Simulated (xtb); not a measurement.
C4H6ClF, SMILES C(=C\F)/CCCl. All values are semi-empirical tight-binding results from xtb (GFN2-xTB unless named), good for trends rather than for accurate numbers. Geometry: GFN2-xTB. The structure was generated by enumeration; whether it is a known compound was not checked. One conformer was computed; it need not be the lowest.

Computed properties:
```
Property                                               Value
---------------------------------------------  -------------
orbital gap                                          5.24 eV
dipole moment                                         3.33 D
zero-point energy                              56.3 kcal/mol
G − E(el) at 298.15 K (modified RRHO)          36.4 kcal/mol
static polarisability (D4 model)                  63.6 bohr³
solvation energy, GFN2-xTB/ALPB(water)         -4.0 kcal/mol
solvation energy, GFN2-xTB/ALPB(acetonitrile)  -5.5 kcal/mol
```
